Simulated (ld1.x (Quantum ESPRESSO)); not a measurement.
**Al (Z = 13): variants of one RRKJ potential**

Base potential:

ld1.x (Quantum ESPRESSO) 7.5 input, shortened:

```
&input
   title='Al', zed=13., rel=1, dft='PZ', iswitch=3,
   config='[Ne] 3s2 3p1'
 /
 &inputp
   pseudotype=2, tm=.false., lloc=-1, rcloc=1.45,
   nlcc=.false.
 /
2
3S  1  0   2.00   0.00  1.75  1.75  0.0
3P  2  1   1.00   0.00  2.35  2.35  0.0
 &test
   configts(1)='3s2 3p1'
 /
```

Cutoffs, loose and tight: the cutoffs (Ry, on a coarse ladder) from which the occupation-weighted sum of valence levels, in a spherical-Bessel basis at the reference potential, stays within 10 and 1 mRy of its value at 400 Ry. They do not see the model core or the augmentation charge, which bear on the density cutoff. Test errors are all-electron minus pseudo excitation energies from the reference, over the configurations 3s2 3p0; 3s1 3p0; 3s2 3p0.5; 3s1 3p1; 3s0 3p3; 3s2 3p1.3; 3s1 3p2 (two spin-polarised tests are not counted in the largest error). A dash means not determined; rows that change the core or the reference have their own tests.

```csv
change,outcome,"cutoff, loose","cutoff, tight",bound ghosts,largest test error (meV)
base,generated,12 Ry,18 Ry,none,+98
wave 3s (bound): rc 1.75 bohr becomes 3s (bound): rc 1.24 bohr,failed: compute_chi: n is too large,–,–,–,–
wave 3p (bound): rc 2.35 bohr becomes 3p (bound): rc 2.58 bohr,generated,12 Ry,18 Ry,none,+100
local potential all-electron potential smoothed inside 1.94 bohr (lloc = -1),generated,12 Ry,18 Ry,none,+95
core correction a·sin(br)/r model core inside 1.16 bohr,generated,12 Ry,18 Ry,none,+26
reference 3s2 3p0,generated,12 Ry,18 Ry,none,+66
"type ultrasoft; waves now 3s (bound): rcut 1.50, rcutus 1.75 bohr; 3s channel at 1.95 Ry: rcut 1.50, rcutus 1.75 bohr; 3p (bound): rcut 2.05, rcutus 2.35 bohr; 3p channel at 2.6 Ry: rcut 2.05, rcutus 2.35 bohr; local potential all-electron potential smoothed inside 1.80 bohr (lloc = -1); augmentation PSQ, radius 1.10 bohr",failed: chargeps: negative rho,–,–,–,–
```

(1) What comes out with this change to the base: all radii scaled by about 1.21 (s 2.12, p 2.86 bohr); local potential all-electron potential smoothed inside 1.76 bohr (lloc = -1)?

(2) What comes out with this change to the base: local potential the p channel?

Results:

(1) outcome: failed: compute_phi: phi has nodes before r_c. Cause: the RRKJ expansion in Bessel functions gave a pseudo-wave with a node inside its radius.

(2) outcome: generated; cutoff, loose: 12 Ry; cutoff, tight: 18 Ry; bound ghosts: none; largest test error (meV): +85.
